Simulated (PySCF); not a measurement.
An unknown shows these calculated signals:

¹H NMR (500 MHz, computed): δ 6.11 (s, 1H), 5.41 (sept, 1H), 2.45 (s, 3H), 2.38 (s, 3H), 0.47 (d, 6H).

¹³C{¹H} NMR (computed): δ 155.4 (C), 150.6 (C), 113.1 (CH), 16.2 (CH3), 13.7 (CH3), -1.4 (CH3).

Theory: GIAO PBE0/pcSseg-1 shieldings, GFN2-xTB geometry, in PySCF 2.14 (relativity neglected, isolated molecule, one conformer, equivalent nuclei averaged).

References, each an isolated molecule treated in the same way: ¹H and ¹³C against TMS.

Question: Which of these does the molecule contain: a three-membered ring, a Si–CH3 group, a (CH3)2CH unit, a Si–H bond, a nitrile, a heteroaromatic ring?

Answer: 
- A three-membered ring: no.
- A Si–CH3 group: yes (δC -1.4; δH 0.47 (d)).
- A (CH3)2CH unit: no.
- A Si–H bond: yes (δH 5.41 (sept)).
- A nitrile: no.
- A heteroaromatic ring: yes.

The data belong to `c1(C)cc(C)nn1[SiH](C)C`, C$_{7}$H$_{14}$N$_{2}$Si; they needn't prove each group on their own.

Carbon signals by region: 3 in the sp2 and nitrile region (100–160 ppm), 3 below 50 ppm.

Shifts are as computed. Against solution values, carbons near 30 ppm lie about +3 ppm off and those near 130 ppm about +5 ppm. Of 1211 compounds with measured shifts, 218 miss one by over three times the rms of a fit or turn the order of signals round; such compounds aren't used in these exercises. No couplings were computed; multiplicities are counted from neighbouring protons, with m where these are inequivalent, close in shift, in a saturated or five-membered ring or joined by F or P, and br s for small geminal =CH2 splittings.
